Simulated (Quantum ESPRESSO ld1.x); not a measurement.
Ti3+, configuration [Ne] 3s2 3p5.5 3d1 4f0.5 (fractional occupations, a model configuration). Method: non-relativistic Kohn-Sham, LDA (Slater exchange, VWN5 correlation), spin-polarised, spherical densities, point nucleus; open shells are filled with parallel spins first; computed with ld1.x of Quantum ESPRESSO 7.5.

Unscreened Slater integrals over Kohn-Sham orbitals (cm^-1). They are taken over the spin-up orbitals. Empty in this configuration: 4p, 4s.

integral    value
F0(4f,4f)   43548
F2(4f,4f)   23739
F4(4f,4f)   15702
F6(4f,4f)   11566
F0(4f,4p)   51100
F2(4f,4p)   23627
G2(4f,4p)   19734
G4(4f,4p)   13300
F0(4f,4s)   52318
G3(4f,4s)   13477
F0(4f,3d)   54927
F2(4f,3d)  8409.4
F4(4f,3d)  3182.3
G1(4f,3d)  4136.1
G3(4f,3d)  2375.7
G5(4f,3d)  1628.3
F0(4p,4p)   68620
F2(4p,4p)   36398
F0(4p,4s)   72478
G1(4p,4s)   48470
F0(4p,3d)   86688
F2(4p,3d)   23841
G1(4p,3d)  9322.5
G3(4p,3d)  8553.4
F0(4s,4s)   77300
F0(4s,3d)   95662
G2(4s,3d)   12345
F0(3d,3d)  168990
F2(3d,3d)   80789
F4(3d,3d)   50807

Derived for the open shells (J is the average intra-shell exchange parameter used in DFT+U). 3d: Racah B = F2/49 - 5 F4/441 = 1073 cm^-1, C = 35 F4/441 = 4032 cm^-1, C/B = 3.76, F4/F2 = 0.629, J = (F2 + F4)/14 = 9400 cm^-1. 4f: F4/F2 = 0.661, F6/F2 = 0.487, J = (286 F2 + 195 F4 + 250 F6)/6435 = 1980 cm^-1.
